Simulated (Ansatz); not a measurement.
System: SiNH$_{4}$, charge 0, doublet. SiNH4 (SMILES N[SiH2], doublet).
B3LYP-D3(BJ)/def2-TZVP minimum from Ansatz (a first-principles code):
```xyz
6

Si     0.3663    -0.1818    -0.4796
N     -0.5604     0.3755     0.8720
H     -0.3719     0.2234    -1.7096
H      0.4310    -1.6678    -0.3793
H     -0.9051     1.3231     0.8978
H     -0.3598     0.0386     1.8013
```
Charge 0, spin multiplicity 2.

Total energies in cc-pV(D+d)Z, 13 correlated electrons, 6 frozen orbitals. UHF or UKS for unpaired electrons; spin-orbit terms are left out. Correlated methods leave the cores frozen. No relativity.

| method | program | energy (Eh) | minus CCSDT(Q) (mEh) |
|---|---|---|---|
| HF | Ansatz | -345.69441 | 301.18 |
| MP2 | Ansatz | -345.95603 | 39.56 |
| CCSD | Ansatz | -345.98718 | 8.41 |
| CCSD(T) | Ansatz | -345.99424 | 1.36 |
| CCSDT(Q) | Ansatz | -345.99560 | 0.00 |

Rough core times of Ansatz's runs on a shared machine: CCSD(T) under 20 s, CCSDT(Q) 2 min.
